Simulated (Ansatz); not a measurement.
Reaction (formal hydrolysis of the Al–B bond): `[SiH3][NH][AlH][BH]Cl` + H₂O → `[OH][AlH][NH][SiH3]` + `BCl`

Gas-phase electronic energies from Ansatz, PBE0-D4/def2-TZVP geometries. CCSD(T)/CBS is the MP2 limit (def2-TZVPP, def2-QZVPP) plus CCSD(T) − MP2 in def2-TZVPP, frozen cores. This one scheme is used for every species. Each species was taken in one conformer, which may not be the lowest.

```csv
species,SCS-MP2/def2-QZVPP energy (Eh)
`[SiH3][NH][AlH][BH]Cl`,-1073.92017
H₂O,-76.34808
`[OH][AlH][NH][SiH3]`,-664.60311
`BCl`,-485.73138
```

Problem. Work out ΔE.

Solution. ΔE = (-664.60311) + (-485.73138) − (-1073.92017) − (-76.34808) = -0.06624 Eh = -41.6 kcal/mol. CCSD(T)/CBS gives -38.5 kcal/mol.

Problem. What do rigid-rotor, harmonic-oscillator terms from PBE0-D4/def2-TZVP frequencies (298.15 K, 1 bar) make of the CCSD(T)/CBS value? (Best estimate.)

Solution. Ansatz gave: ΔZPE = -0.2 kcal/mol, ΔH = -39.5 kcal/mol, ΔS = 2 J/(mol·K), ΔG = -39.6 kcal/mol. Modes under 50 cm⁻¹ make the entropy rough.

Largest T1 diagnostic among the species: 0.013.

At CCSD(T), def2-SVP lies −1.6 kcal/mol from the extrapolated value and def2-TZVPP −0.8 kcal/mol. From BLYP to BHLYP (50 % exact exchange), in def2-TZVPP and without D4, ΔE moves by −2.0 kcal/mol. In def2-TZVPP, CCSD(T) changes the Hartree–Fock value by +5.1 kcal/mol (the triples alone add +0.7 kcal/mol) and MP2 by +2.9 kcal/mol.
